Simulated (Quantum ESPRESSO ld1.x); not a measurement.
Values are calculated unless marked as measured or tabulated.
Dy2+, configuration [Xe] 4f(up 5.5, down 4.5) (fractional occupations, a model configuration).

Code: ld1.x of Quantum ESPRESSO 7.5. Model: scalar-relativistic Kohn-Sham, LDA (Slater exchange, Perdew-Zunger correlation), spin-polarised, spherical densities, point nucleus.

Energy parts (hartree):
part                      energy
total                 -12148.691
kinetic                13104.915
electron-nucleus      -29706.354
Hartree                 4707.536
exchange-correlation    -254.788

Orbitals (lengths in bohr, moments of r in powers of bohr):
orbital  occ.  eigenvalue (hartree)   <1/r>
1s down     1              -1970.78   74.52
1s up       1              -1970.78   74.52
2s up       1              -328.651   17.32
2s down     1              -328.650   17.32
2p up       3              -291.783   16.09
2p down     3              -291.782   16.09
3s up       1              -73.5393   6.369
3s down     1              -73.5247   6.370
3p up       3              -62.2223   5.972
3p down     3              -62.2078   5.973
3d up       5              -47.6407   5.666
3d down     5              -47.6294   5.667
4s up       1              -14.9508   2.690
4s down     1              -14.9203   2.690
4p up       3              -11.2235   2.466
4p down     3              -11.1935   2.466
4d up       5              -6.14791   2.174
4d down     5              -6.11857   2.173
5s up       1              -2.33282   1.022
5s down     1              -2.31827   1.019
5p up       3              -1.46103  0.8514
5p down     3              -1.45035  0.8484
4f up     5.5              -0.65091   1.563
4f down   4.5              -0.62572   1.555

The highest occupied level is 4f down at -17.027 eV. Summed over all electrons, <r^2> = 38.27 bohr^2, which gives a Langevin (diamagnetic) susceptibility term of -30.3 x 10^-6 cm^3/mol. Spin moment in Bohr magnetons: 1.
